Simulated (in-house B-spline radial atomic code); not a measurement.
Radial electron density of Au⁴⁰⁺, [Kr] 4d3. Level of theory: scalar-relativistic (X2C) CAM-B3LYP, spin-polarised, spherical fractional occupations, exact exchange averaged over the configuration, Fermi nucleus of rms radius 5.4371 fm; calculated with a B-spline radial code for spherical atoms.

One-electron X2C: radii and densities carry no picture-change correction, so inner-shell <1/r> comes out high (for 1s by about 2 % at Z = 33, 5 % at 54, 10 % at 75, 30 % at 118) and <r> low.

Columns: r (bohr), 4πr²n(r) (electrons per bohr), bar.

```
0.000304    3.566 #
0.000365    4.576 #
0.000438    5.851 ##
0.000525    7.448 ##
 0.00063    9.466 ###
0.000757    12.01 ####
0.000908    15.14 #####
 0.00109    19.03 ######
 0.00131    23.81 #######
 0.00157    29.51 #########
 0.00188    36.26 ###########
 0.00226    44.34 #############
 0.00271    53.46 ################
 0.00326     63.8 ###################
 0.00391    74.69 ######################
 0.00469    85.79 ##########################
 0.00563    96.35 #############################
 0.00676    105.3 ###############################
 0.00811    111.6 #################################
 0.00973    114.2 ##################################
  0.0117    112.7 ##################################
   0.014    107.8 ################################
  0.0168    101.5 ##############################
  0.0202     97.1 #############################
  0.0242    98.44 #############################
  0.0291    107.9 ################################
  0.0349    123.8 #####################################
  0.0419    140.1 ##########################################
  0.0503    147.8 ############################################
  0.0604    141.3 ##########################################
  0.0724    124.7 #####################################
  0.0869    111.3 #################################
   0.104    113.2 ##################################
   0.125    126.8 ######################################
    0.15    131.4 #######################################
    0.18    110.8 #################################
   0.216    74.93 ######################
    0.26    49.74 ###############
   0.312    45.27 #############
   0.374    43.92 #############
   0.449    31.52 #########
   0.539     14.6 ####
   0.647      4.1 #
   0.776   0.6616 
   0.932  0.05567 
    1.12  0.00219 
    1.34 3.793e-05
```

On this grid the curve has 3 maxima, near 0.00973, 0.0503, 0.15 bohr.

The 4p down radial function P(r) = rR(r), positive near the nucleus:

```
r (bohr)         P
0.000365  0.002331
0.000525  0.003841
0.000757  0.006428
 0.00109   0.01088
 0.00157   0.01866
 0.00226   0.03225
 0.00326   0.05615
 0.00469   0.09702
 0.00676    0.1659
 0.00973    0.2756
   0.014    0.4365
  0.0202    0.6403
  0.0291    0.8191
  0.0419    0.8136
  0.0604    0.4022
  0.0869   -0.4427
   0.125    -1.157
    0.18   -0.7139
    0.26    0.9476
   0.374     1.924
   0.539     1.167
   0.776    0.2431
    1.12   0.01286
```
